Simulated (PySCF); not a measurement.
ClGeH4N, SMILES [NH2][GeH2][Cl]. The structure is a stationary point at ωB97X-D3(BJ)/def2-SVP. Other conformers were not sampled.

Calculation: ωB97X-D3(BJ)/def2-SVP in PySCF.

Harmonic wavenumbers (cm⁻¹): 191, 234, 421, 493, 542, 706, 734, 834, 868, 923, 1565, 2230, 2233, 3591, 3686. Rotational constants (GHz): 12.58, 3.248, 2.713; symmetry number 1.

Problem. Work out the zero-point energy and the ideal-gas rigid-rotor harmonic-oscillator thermochemistry at 298.15 K and 1 atm.

Solution. ZPE = ½ Σ hcν = ½ × 19250 cm⁻¹ = 115.14 kJ/mol. H − E(el) = 130.81 kJ/mol. Entropy in J/(mol K): translation 169.07, rotation 106.59, vibration 30.28, total 305.94. G − E(el) = 39.59 kJ/mol. Cp = 78.25 J/(mol K).
